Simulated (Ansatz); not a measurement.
A trace of molecular dynamics of F$_{4}$H$_{2}$O$_{2}$W (9 atoms, charge 0, multiplicity 1).

The calculation used RHF/def2-SVP (Ansatz 0.2.0).

```
ensemble                      : NVE (velocity Verlet)
starting velocities drawn for : 1000 K
seed                          : 22038
```

| time (fs) | T (K) | potential energy less start (eV) | conserved less start (meV/atom) |
| --- | --- | --- | --- |
| 0.0 | 1000 | 0.000 | 0.00 |
| 6.0 | 2367 | 1.500 | 304.13 |
| 12.0 | 9956 | 16.617 | 2746.71 |
| 18.0 | 6403 | 19.161 | 2672.20 |
| 24.0 | 5651 | 19.861 | 2674.41 |
| 30.0 | 5246 | 20.243 | 2676.04 |
| 36.0 | 6234 | 19.336 | 2674.67 |
| 42.0 | 7789 | 17.885 | 2669.67 |
| 48.0 | 7338 | 18.166 | 2655.65 |
| 54.0 | 6601 | 18.739 | 2645.20 |
| 60.0 | 6878 | 18.661 | 2664.38 |
| 66.0 | 5147 | 20.283 | 2670.67 |
| 72.0 | 6260 | 19.231 | 2665.61 |
| 78.0 | 6286 | 19.056 | 2648.81 |
| 84.0 | 5265 | 20.068 | 2658.55 |
| 90.0 | 6037 | 19.407 | 2662.81 |
| 96.0 | 4813 | 20.561 | 2667.93 |
| 102.0 | 5188 | 20.226 | 2668.30 |
| 108.0 | 6083 | 19.221 | 2646.74 |
| 114.0 | 4836 | 20.585 | 2672.86 |
| 120.0 | 6886 | 18.602 | 2658.67 |

Question: Can this run be trusted? Judge the integration.

Answer: The conserved energy changed by up to 2700 meV per atom, so the integration failed: the time step of 3 fs is too long for the fastest motions that this run met, and the later frames carry no physical meaning.

The run took 2.1 min on 2 threads of Arm Neoverse V1, with other jobs on the host, peak memory 0.38 GiB.
